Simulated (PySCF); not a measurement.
**Correlation energy of Cl⁺ (chlorine, charge +1)**

[Ne] 3s2 3p4, high-spin 3P determinant. Computed with PySCF 2.14 in x2c-QZVPPall (9s6p4d2f1g, 70 functions), with the spin-free X2C one-electron Hamiltonian (Gaussian nucleus). Frozen: 1s2; 14 electrons correlated.

```tsv
level	correlation energy (mhartree)
CCSD	-338.68
(T)	-6.94
CCSD(T)	-345.62
```

Diagnostics: T1 = 0.0066, D1 = 0.0306, largest double amplitude 0.048.

Cost of the coupled-cluster step: about 28 core-seconds, for 14 correlated electrons.

This basis was not built for core-valence correlation, so the inner-shell part is incomplete.
